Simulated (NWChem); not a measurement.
System: C3H4OS; SMILES C1=CSCO1

NWChem input:

```
start job
memory heap 200 mb stack 900 mb global 1100 mb
geometry units angstroms noautosym nocenter noautoz
  C     -0.812132    -1.168535     0.022441
  C     -1.256978     0.086606     0.097799
  S      0.064166     1.268852    -0.088413
  C      1.245108    -0.152349     0.123424
  O      0.536187    -1.356026    -0.162645
  H     -1.385444    -2.086362     0.046208
  H     -2.284305     0.405132     0.199654
  H      1.605100    -0.179470     1.159956
  H      2.083160    -0.064989    -0.569549
end
basis spherical
  * library sto-3g
end
dft
  xc b3lyp
  iterations 150
end
property
  response 1 0.0773
end
task dft property
```

Parts of the log:

```
             Northwest Computational Chemistry Package (NWChem) 7.3.0
             --------------------------------------------------------

                             Geometry "geometry" -> ""
                             -------------------------

 Output coordinates in angstroms (scale by  1.889725989 to convert to a.u.)

  No.       Tag          Charge          X              Y              Z
 ---- ---------------- ---------- -------------- -------------- --------------
    1 C                    6.0000    -0.81213200    -1.16853500     0.02244100
    2 C                    6.0000    -1.25697800     0.08660600     0.09779900
    3 S                   16.0000     0.06416600     1.26885200    -0.08841300
    4 C                    6.0000     1.24510800    -0.15234900     0.12342400
    5 O                    8.0000     0.53618700    -1.35602600    -0.16264500
    6 H                    1.0000    -1.38544400    -2.08636200     0.04620800
    7 H                    1.0000    -2.28430500     0.40513200     0.19965400
    8 H                    1.0000     1.60510000    -0.17947000     1.15995600
    9 H                    1.0000     2.08316000    -0.06498900    -0.56954900

 Effective nuclear repulsion energy (a.u.)     219.7636871623

                              NWChem Property Module
                              ----------------------

                                 NWChem DFT Module
                                 -----------------

 Summary of "ao basis" -> "ao basis" (spherical)
 ------------------------------------------------------------------------------
       Tag                 Description            Shells   Functions and Types
 ---------------- ------------------------------  ------  ---------------------
 C                           sto-3g                  3        5   2s1p
 S                           sto-3g                  5        9   3s2p
 O                           sto-3g                  3        5   2s1p
 H                           sto-3g                  1        1   1s

            General Information
            -------------------
          SCF calculation type: DFT
          Wavefunction type:  closed shell.
          No. of atoms     :     9
          No. of electrons :    46
           Alpha electrons :    23
            Beta electrons :    23
          Charge           :     0
          Spin multiplicity:     1
          Use of symmetry is: off; symmetry adaption is: off
          Maximum number of iterations: 150
          AO basis - number of functions:    33
                     number of shells:    21
          Convergence on energy requested:  1.00D-06
          Convergence on density requested:  1.00D-05
          Convergence on gradient requested:  5.00D-04

              XC Information
              --------------
                         B3LYP Method XC Potential
                     Hartree-Fock (Exact) Exchange  0.200
                        Slater Exchange Functional  0.800 local
                    Becke 1988 Exchange Functional  0.720 non-local
              Lee-Yang-Parr Correlation Functional  0.810
                  VWN I RPA Correlation Functional  0.190 local

             Grid Information
             ----------------
          Grid used for XC integration:  medium
          Radial quadrature: Mura-Knowles
          Angular quadrature: Lebedev.
          Tag              B.-S. Rad. Rad. Pts. Rad. Cut. Ang. Pts.
          ---              ---------- --------- --------- ---------
          C                   0.70       49          10.0       434
          S                   1.00       88          10.0       590
          O                   0.60       49           9.0       434
          H                   0.35       45          11.0       434
          Grid pruning is: on
          Number of quadrature shells:   464
          Spatial weights used:  Erf1

      Superposition of Atomic Density Guess
      -------------------------------------

 Sum of atomic energies:        -580.29099917

      Non-variational initial energy
      ------------------------------

 Total energy =    -581.147378
 1-e energy   =   -1243.607646
 2-e energy   =     442.696581
 HOMO         =      -0.007045
 LUMO         =       0.294749

   convergence    iter        energy       DeltaE   RMS-Dens  Diis-err
 ---------------- ----- ----------------- --------- --------- ---------
 d= 0,ls=0.0,diis     1   -583.1343431739 -8.03D+02  5.04D-02  6.44D-01
 d= 0,ls=0.0,diis     2   -583.0935054251  4.08D-02  2.94D-02  9.56D-01
 d= 0,ls=0.0,diis     3   -583.2374951343 -1.44D-01  7.26D-03  1.28D-02
 d= 0,ls=0.0,diis     4   -583.2366109247  8.84D-04  4.27D-03  1.75D-02
 d= 0,ls=0.0,diis     5   -583.2395630428 -2.95D-03  4.39D-04  1.79D-04
  Resetting Diis
 d= 0,ls=0.0,diis     6   -583.2395904011 -2.74D-05  7.83D-05  6.49D-06
 d= 0,ls=0.0,diis     7   -583.2395914378 -1.04D-06  2.62D-05  1.23D-07
 d= 0,ls=0.0,diis     8   -583.2395914362  1.54D-09  1.43D-05  1.25D-07
 d= 0,ls=0.0,diis     9   -583.2395914617 -2.55D-08  1.39D-06  7.51D-10

         Total DFT energy =     -583.239591461689
      One electron energy =    -1241.373924687498
           Coulomb energy =      490.534542123934
    Exchange-Corr. energy =      -52.163896060446
 Nuclear repulsion energy =      219.763687162321

 Numeric. integr. density =       46.000004857585

                       DFT Final Molecular Orbital Analysis
                       ------------------------------------

 Vector   21  Occ=2.000000D+00  E=-2.305918D-01
              MO Center=  2.5D-01, -1.0D-01, -1.5D-01, r^2= 2.9D+00
   Bfn.  Coefficient  Atom+Function         Bfn.  Coefficient  Atom+Function
  ----- ------------  ---------------      ----- ------------  ---------------
    28      0.485946  5 O  py                18      0.452714  3 S  py
    26     -0.315114  5 O  s                 19     -0.281575  3 S  pz
    16      0.275477  3 S  s                 23     -0.275115  4 C  py
    27     -0.244142  5 O  px                29      0.226163  5 O  pz
    10     -0.185779  2 C  pz                 8     -0.168956  2 C  px

 Vector   22  Occ=2.000000D+00  E=-1.845148D-01
              MO Center=  6.7D-03,  9.0D-02, -4.1D-02, r^2= 2.6D+00
   Bfn.  Coefficient  Atom+Function         Bfn.  Coefficient  Atom+Function
  ----- ------------  ---------------      ----- ------------  ---------------
    19      0.588190  3 S  pz                29     -0.516320  5 O  pz
    10      0.395194  2 C  pz                28      0.308687  5 O  py
    18      0.285814  3 S  py                15     -0.186048  3 S  pz
    27     -0.100366  5 O  px                14     -0.092260  3 S  py
    23     -0.087400  4 C  py                17     -0.085771  3 S  px

 Vector   23  Occ=2.000000D+00  E=-9.171009D-02
              MO Center= -5.6D-02,  1.7D-01, -3.3D-02, r^2= 2.7D+00
   Bfn.  Coefficient  Atom+Function         Bfn.  Coefficient  Atom+Function
  ----- ------------  ---------------      ----- ------------  ---------------
    19      0.741144  3 S  pz                29      0.488046  5 O  pz
     5     -0.364839  1 C  pz                10     -0.364626  2 C  pz
    15     -0.227583  3 S  pz                32     -0.217632  8 H  s
    33      0.128205  9 H  s                 18      0.059836  3 S  py
    28     -0.057935  5 O  py                17      0.054831  3 S  px

 Vector   24  Occ=0.000000D+00  E= 1.374519D-01
              MO Center= -7.3D-01, -4.1D-01,  4.9D-02, r^2= 1.9D+00
   Bfn.  Coefficient  Atom+Function         Bfn.  Coefficient  Atom+Function
  ----- ------------  ---------------      ----- ------------  ---------------
     5      0.755691  1 C  pz                10     -0.722073  2 C  pz
    29     -0.281099  5 O  pz                17     -0.270147  3 S  px
    23      0.250456  4 C  py                19      0.226709  3 S  pz
     8     -0.141660  2 C  px                18      0.133902  3 S  py
    26      0.100280  5 O  s                 22     -0.093206  4 C  px

 Vector   25  Occ=0.000000D+00  E= 1.826313D-01
              MO Center=  1.3D-01,  5.0D-01, -1.8D-02, r^2= 2.2D+00
   Bfn.  Coefficient  Atom+Function         Bfn.  Coefficient  Atom+Function
  ----- ------------  ---------------      ----- ------------  ---------------
    17      0.867145  3 S  px                23     -0.461269  4 C  py
    21     -0.435321  4 C  s                 22      0.408899  4 C  px
     3      0.271677  1 C  px                10     -0.266565  2 C  pz
    18     -0.247568  3 S  py                13     -0.243623  3 S  px
     7      0.242261  2 C  s                  8      0.234497  2 C  px

 Vector   26  Occ=0.000000D+00  E= 2.614058D-01
              MO Center= -1.0D-01,  2.9D-01,  5.2D-02, r^2= 2.3D+00
   Bfn.  Coefficient  Atom+Function         Bfn.  Coefficient  Atom+Function
  ----- ------------  ---------------      ----- ------------  ---------------
    18      0.741032  3 S  py                 7      0.612774  2 C  s
    23      0.605621  4 C  py                16     -0.550151  3 S  s
     9      0.484692  2 C  py                 8      0.355806  2 C  px
    30      0.300684  6 H  s                 17      0.269278  3 S  px
    31     -0.230020  7 H  s                 27      0.211692  5 O  px

     Multipole analysis of the density
     ---------------------------------

[...]

 DFT Linear Response polarizability / au
 Frequency  =       0.0773000 / au
 Wavelength =     589.4353558 / nm
              X              Y              Z
 -----------------------------------------------
 X      32.7386965      0.0947302     -0.8179545
 Y       0.0947518     32.6999115     -0.7035455
 Z      -0.8179546     -0.7035380      9.4857196
 -----------------------------------------------
 Eigenvalues =      32.8657593     32.6226360      9.4359322
 Isotropic   =      24.9747759
 Anisotropic =      23.3092164
 -----------------------------------------------

 Magnetic Dipole Response Matrix (nonzero elements):
```

Level: B3LYP/STO-3G. STO-3G and 3-21G are far too small for this property and stand as cheap habits. Coordinates come from a B3LYP/6-31G* (spherical d) optimisation.
